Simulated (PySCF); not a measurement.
2p core levels of `C[B@H-]1[PH2+][B@H-](P)[PH2+]1`

Species: CH11B2P3.
Z-matrix (Å and degrees, PBE0-D3(BJ)/def2-SVP geometry), rows numbered from 1:
```
C 
B   1  1.5936
P   2  1.9873  1  122.70
B   3  1.9788  2   91.75  1   143.98
P   4  1.9817  3  108.15  2    89.44
P   4  1.9779  3   85.56  2   -18.11
H   1  1.1020  2  113.55  3   -53.52
H   1  1.1025  2  110.86  3    67.42
H   1  1.1025  2  110.79  3  -174.38
H   2  1.2243  1  118.00  3  -126.64
H   3  1.4176  2  115.81  1    27.91
H   3  1.4177  2  118.45  1   -92.22
H   4  1.2112  3  116.12  2  -135.10
H   5  1.4299  4   95.97  3    87.63
H   5  1.4300  4   95.92  3  -178.24
H   6  1.4178  2  118.33  1    92.20
H   6  1.4176  2  115.81  1   -27.80
```

Computed, not measured: delta-SCF UKS SCAN, pcX-2 on the ionised atom, pcseg-1 elsewhere, spin-free X2C in PySCF 2.14.0. Vertical ΔSCF values, vacuum level as zero. Spin–orbit coupling isn't in the SCF: each 2p doublet comes from a relaxed spin-free hole plus a matrix of the shell (mean-field spin–orbit coupling and the ground-state 2p splitting), with 2p3/2 averaged over its two sublevels. The splitting includes the ligand field, and 2p3/2 is the mean of two sublevels.

| atom | mean of the 2p shell (eV) | splitting (eV) |
| --- | --- | --- |
| P3/P6 | 137.127 | 0.891 |
| P5 | 135.813 | 0.893 |

Task: Where do the two lines of each doublet lie?

Result: 2p3/2 = mean − splitting/3 and 2p1/2 = mean + 2 × splitting/3:

| atom | environment | 2p3/2 (eV) | 2p1/2 (eV) |
| --- | --- | --- | --- |
| P3/P6 | phosphorus bonded to 2 B and 2 H | 136.83 | 137.72 |
| P5 | three-coordinate phosphorus | 135.52 | 136.41 |

Task: What are the 1s binding energies of the same atoms?

Result: P3/P6 2150.41 eV; P5 2149.08 eV.

Task: Which Kα1 and Kα2 emission energies and wavelengths follow?

Result: The photon carries the difference of the 1s-hole and 2p-hole states, both at the ground state's geometry; λ = 12398.42 eV Å/E.

| atom | Kα1 (eV) | Kα2 (eV) | λ(Kα1) (Å) | λ(Kα2) (Å) |
| --- | --- | --- | --- | --- |
| P3/P6 | 2013.58 | 2012.69 | 6.1574 | 6.1601 |
| P5 | 2013.56 | 2012.67 | 6.1575 | 6.1602 |

Over the 2 phosphorus sites the 1s value ranges over 1.33 eV, 2p3/2 over 1.31 eV and Kα1, their difference, over 0.02 eV.

Task: And the 1s levels of the other atoms?

Result: B2 (four-coordinate boron) 194.41 eV; B4 (four-coordinate boron) 194.44 eV; C1 (sp3 carbon bound to boron) 289.65 eV.

The first atom of each set that the bonding makes equivalent was ionised and stands for the set. Geometry: PBE0-D3(BJ)/def2-SVP, one conformer, isolated molecule.

The run took 80 s of wall time on Arm Neoverse V2, one thread (shared host).
